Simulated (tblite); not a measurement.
Compound: C6H9NO (charge +1 and doublet state).
Geometry (GFN2-xTB, Å), atoms numbered from 1 in this order:
```xyz
17
C6H9NO angstrom
C      2.9118    0.3586   -0.8376
C      2.1969   -0.1842   -0.0297
C      1.3360   -0.8566    0.8969
C     -0.0203   -1.0461    0.1727
O     -0.2876   -2.1026   -0.3295
N     -0.8485    0.0379    0.1320
C     -2.2162   -0.2377   -0.1945
C     -0.5192    1.3166    0.6813
H      3.5820    0.8308   -1.4992
H      1.7321   -1.8526    1.1144
H      1.2034   -0.2926    1.8224
H     -2.2483   -1.1072   -0.8580
H     -2.6701    0.6337   -0.6653
H     -2.8130   -0.4857    0.6918
H     -0.6373    1.3283    1.7730
H     -1.2088    2.0627    0.2864
H      0.5001    1.6086    0.4309
```

Computed with GFN2-xTB (tblite): harmonic, unscaled wavenumbers at the GFN2-xTB geometry, gas phase. Against measured fundamentals such values can be off by several per cent, at times by over 20. One conformer, not necessarily the lowest. Open shells enter through the occupations alone, without spin polarisation, and single modes of such species can be off by tens of per cent.

Harmonic wavenumbers (cm⁻¹): 67.5, 79.7, 103.6, 140.0, 152.0, 262.4, 288.8, 317.6, 362.2, 397.6, 446.6, 555.4, 653.9, 657.6, 676.8, 760.4, 905.2, 927.6, 981.3, 1013.5, 1015.2, 1028.6, 1064.8, 1072.6, 1203.4, 1242.7, 1275.0, 1372.3, 1376.9, 1387.9, 1396.0, 1403.2, 1423.5, 1441.3, 1693.1, 2188.1, 2913.3, 2923.2, 2971.0, 2978.5, 2979.5, 3021.4, 3028.5, 3031.2, 3346.4.

A = 3281, B = 1552, C = 1235 MHz; mass 111.068 u (most abundant isotopes); point group C1, symmetry number 1; spin multiplicity 2.

Question: What is the zero-point energy?

Answer: ½Σν̃ = 29264 cm⁻¹ = 83.67 kcal/mol.

Question: What is S at 273.15 K and 1 bar for an ideal gas of classical rigid rotors and harmonic oscillators?

Answer: Translation 39.62, rotation 28.07, vibration 24.77, spin (R ln 2) 1.38: S = 93.8 cal/(mol K).

Question: And Cp and H(273.15 K) − H(0)?

Answer: Cp = 33.85 cal/(mol K), of which vibrations give 25.90 (their classical limit is 45 R = 89.4); H(273.15 K) − H(0) = 5.82 kcal/mol without the zero-point energy, 3.65 from vibrations.

Question: What must be added to the electronic energy to get the Gibbs energy at 273.15 K and 1 bar?

Answer: ZPE + [H(273.15 K) − H(0)] − T·S = 83.67 + 5.82 − 25.63 = 63.86 kcal/mol.

Question: Which modes carry the vibrational entropy at 273.15 K?

Answer: 67.5 cm⁻¹: 4.05; 79.7 cm⁻¹: 3.73; 103.6 cm⁻¹: 3.22; 140.0 cm⁻¹: 2.64; 152.0 cm⁻¹: 2.48; 262.4 cm⁻¹: 1.50 cal/(mol K); the other 39 give 7.17 together.

Question: How do the functions run with temperature in this model?

Answer: 
```
 T (K)  S (cal/(mol K))  Cp (cal/(mol K))  H − H(0) (kcal/mol)  G − H(0) (kcal/mol)  ln q(vib)
    50             58.0              12.9                 0.48                -2.42       0.34
   100             68.7              18.4                 1.27                -5.60       1.44
298.15             96.9              36.0                 6.69               -22.20       6.36
373.15            105.7              42.4                 9.64               -29.80       8.18
   500            119.4              51.7                15.62               -44.09      11.20
   750            143.0              64.8                30.30               -76.98      16.86
  1000            162.9              73.5                47.64              -115.30      22.07
```

q(vib) and H(0) count from the zero-point level.

Hindered rotation and anharmonicity are outside this model. Other conformers, if any are populated, would add a mixing term that is left out. The structure is chiral; the term R ln 2 for an equal mix with its mirror image is left out.

On an Arm Neoverse V2 with one thread, on a shared host, this took 0.45 s. This covers the Hessian and the dipole derivatives.
